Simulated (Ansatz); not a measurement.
Cartesian coordinates (Å):
```xyz
9

C     -1.3716    -0.0592     0.1237
C      0.1111     0.1836     0.1499
O      0.6646     1.0922     0.7101
O      0.7604    -0.7588    -0.5776
S      2.4518    -0.6512    -0.7397
H     -1.5990    -1.1205     0.0551
H     -1.8185     0.3764     1.0138
H     -1.7882     0.4379    -0.7548
H      2.5857     0.4593     0.0156
```
Charge 0, spin multiplicity 1.

Level of theory: Ansatz (a quantum-chemistry and plane-wave program) with frozen-core CCSD(T)/cc-pVTZ // B3LYP-D3(BJ)/def2-TZVP.

The HF energy is -625.40785 Ha and the MP2 correlation energy comes out as -0.97116 Ha.

**Question.** Estimate the CCSD correlation energy, the (T) correction, the total energy and the T1 diagnostic.

**Answer.** 
```json
{
 "CCSD correlation energy": "-0.99933 Ha",
 "(T) correction": "-0.04474 Ha",
 "CCSD(T) total energy": "-626.45193 Ha",
 "T1 diagnostic": "0.016"
}
```
